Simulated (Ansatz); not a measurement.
Species: [Ga(H)3(NCH)] (charge 0, multiplicity 1).

Question: Give a relaxed geometry from PBE0-D3(BJ)/def2-SVP (Ansatz, a quantum-chemistry and plane-wave program).

Answer: the end point of this relaxation.
Cartesian coordinates (Å) in one orientation:
```xyz
7

Ga     0.088    -0.041    -0.068
H     -0.312     0.738    -1.380
H      1.271     0.517     0.813
H     -0.291    -1.568     0.052
C     -2.382     1.116     1.832
N     -1.529     0.716     1.176
H     -3.185     1.492     2.450
```
